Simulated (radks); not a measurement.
The phosphorus ion P+ inside a hard spherical wall (all orbitals vanish at R), configuration held at [Ne] 3s2 3p2 and not refilled when levels cross. Calculated with a radial shooting solver on a logarithmic mesh with Libxc functionals: non-relativistic Kohn-Sham, PBE, spin-polarised, spherical densities, point nucleus; open shells are filled with parallel spins first. Eigenvalues in eV for spin up, with the zero of energy where the potential of the charges vanishes at infinity; a dash marks a level that is unbound or too diffuse for the functional's potential to be trusted. A positive occupied level is held by the wall or, in an anion where self-interaction has pushed it up, behind a barrier. The pressure on the wall is -dE/dV.

R (bohr)  E (hartree)  kinetic (hartree)    e(2s)    e(2p)    e(3s)    e(3p)  e(4s, empty)  e(3d, empty)  pressure (GPa)
free       -340.72799            340.283  -183.60  -135.11  -24.050  -15.029             -        -4.368               0
20         -340.72799            340.283  -183.60  -135.11  -24.050  -15.029             -        -4.368        < 0.0001
10         -340.72799            340.283  -183.60  -135.11  -24.050  -15.029        -5.048        -4.336        < 0.0001
8          -340.72790            340.284  -183.59  -135.10  -24.044  -15.023        -4.555        -4.195         0.00636
6          -340.72432            340.318  -183.40  -134.91  -23.922  -14.875        -1.904        -3.447           0.430
3          -339.96119            343.680  -172.87  -124.28  -15.059   -3.875        51.206        12.138             363
2          -335.52892            356.583  -150.26  -101.21   22.853   37.548        194.52        51.539            6310
